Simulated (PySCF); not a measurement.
SMILES C[Si](O)(O)CC[SiH2]N (C3H13NO2Si2), GFN2-xTB optimised geometry. Atoms within 1.6 Å of the plane z = 0.6 Å (x, y, z in Å): Si1 (-2.05, 0.70, 0.00), C2 (-2.75, 2.46, 0.00), O3 (-2.61, -0.19, 1.27), C5 (-0.14, 0.70, 0.00), C6 (0.44, -0.71, -0.06), Si7 (2.34, -0.71, 0.01), N8 (2.84, -2.34, -0.22), H9 (-2.57, 2.95, -0.95), H10 (-3.82, 2.45, 0.16), H11 (-2.30, 3.08, 0.78), H12 (-2.41, 0.08, 2.16), H14 (0.24, 1.21, 0.89), H15 (0.23, 1.27, -0.85), H16 (0.11, -1.20, -0.98), H17 (0.03, -1.30, 0.77), H18 (2.76, -0.09, 1.28), H20 (3.82, -2.54, -0.26), H21 (2.37, -3.08, 0.29).

Level of theory: PySCF with PBE0/def2-SVP.

Map of the deformation density (molecule minus spherical neutral atoms) (e/bohr³) on the plane z = 0.6 Å:

```
|11111111111111111111111111111|
|11111111111111111111111111111|
|11111111111111111111111111111|
|11111111111111111111111111111|
|11111111111111111111111111111|
|11111111111111111111111111111|
|11111111221111111111111111111|
|11111112971111111111111111111|
|11110232641111111111111111111|
|11111121221111111111111111111|
|11111111221011111111111111111|
|11111111100112851111111111111|
|11111110000123851011111111111|
|11111111320120110001211111111|
|11111112331110110102431111111|
|11111111121000101212431111111|
|11111111111101652210110111111|
|11111111111112962100111111111|
|11111111111111221001221111111|
|11111111111111111101221111111|
|11111111111111111101321111111|
|11111111111111111100211111111|
|11111111111111111100011111111|
|11111111111111111111111111111|
|11111111111111111111111111111|
|11111111111111111111111111111|
|11111111111111111111111111111|
|11111111111111111111111111111|
|11111111111111111111111111111|
```
Scale: ten equal steps from -0.016 (start of '0') to 0.080 (end of '9'), in the order '0123456789'; x runs from -6.00 to 6.00, y from -6.00 (bottom) to 6.00 (top).
